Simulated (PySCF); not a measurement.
All values below come from PySCF with B3LYP-D3(BJ)/def2-TZVP // PBE0-D3(BJ)/def2-TZVP. Isolated molecules, 0 K electronic values unless said otherwise. One relaxed conformer stands for a flexible species; it need not be the lowest. B3LYP has the VWN-RPA correlation part, as in Gaussian. Excitations are Tamm–Dancoff values on a coarser integration grid. The basis has no diffuse functions, so Rydberg states are missing or too high.

Reference species (SMILES): `[SiH3][Ga]([SiH3])[SiH3]` (neutral, multiplicity 1).

```json
{
  "S1 oscillator strength": "0.000",
  "S1–T1 gap (TDA)": "0.51 eV",
  "T1 excitation (TDA)": "2.76 eV"
}
```

After one change: the S1 oscillator strength hardly moves; the S1–T1 gap (TDA) falls by 0.23 eV; the T1 excitation (TDA) increases by 2.04 eV.

Which change was made? The new species is one of these.
(A) `[SiH3][Ga]([SH])[SH]` (S–Ga–S–H torsion -179°, S–Ga–S–H torsion 0°)
(B) `[SH][Ga]([SH])[SH]`
(C) `[SiH3][Ga]([SiH3])[SH]` (Si–Ga–S–H torsion 1°)

B, `[SH][Ga]([SH])[SH]`
